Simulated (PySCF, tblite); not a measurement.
Isomers of C4H11NO2Si2, one GFN2-xTB conformer each. Single-point energies are computed at PBE0/pcSseg-1 (PySCF, gas phase, no added dispersion term), electronic only.

Problem. Rank them by PBE0/pcSseg-1 energy, lowest first (kcal/mol).
A. `[NH2:1][C:2](=[O:3])[Si@@H:4]1[CH2:5][C@H:6]([CH2:7][SiH3:8])[O:9]1` with H–N1–C2–O3 -5° and -171°, N1–C2–Si4–C5 75°, C5–C6–C7–Si8 71°
B. `[CH2:1]=[C:2]([CH:3]=[O:4])[Si@@H:5]([OH:6])[SiH2:7][NH:8][CH3:9]` with C1–C2–C3–O4 180°, C1–C2–Si5–O6 -158°, C2–Si5–O6–H -30°, C2–Si5–Si7–N8 162°, Si5–Si7–N8–C9 53°

Solution. A (0.0), B (5.1).

As drawn, the lower has a four-membered ring and a C(=O)–N unit, which the higher lacks; the higher has an O–H bond, an Si–Si bond and a C=C bond outside aromatic rings, which the lower lacks. GFN2-xTB itself gives, in the same order: 0.0, 6.4. Both levels put the same isomer lowest.

Problem. Which frontier levels, dipoles and rotational constants go with these structures?

Solution. 
| SMILES | HOMO (eV, PBE0/pcSseg-1) | LUMO (eV) | dipole (D) | A, B, C (MHz) |
| --- | --- | --- | --- | --- |
| NC(=O)[Si@@H]1C[C@H](C[SiH3])O1 | -7.00 | -0.78 | 3.07 | 2715, 526.4, 502.2 |
| C=C(C=O)[Si@@H](O)[SiH2]NC | -6.58 | -2.17 | 2.78 | 2219, 643.8, 528.6 |

Problem. What happens when harmonic zero-point energies from GFN2-xTB frequencies are added?

Solution. 
| SMILES | ZPE (kcal/mol) | electronic (kcal/mol) | with ZPE (kcal/mol) |
| --- | --- | --- | --- |
| NC(=O)[Si@@H]1C[C@H](C[SiH3])O1 | 90.1 | 0.0 | 0.0 |
| C=C(C=O)[Si@@H](O)[SiH2]NC | 89.1 | 5.1 | 4.1 |

The zero-point energies span 1.0 kcal/mol. The order is unchanged.
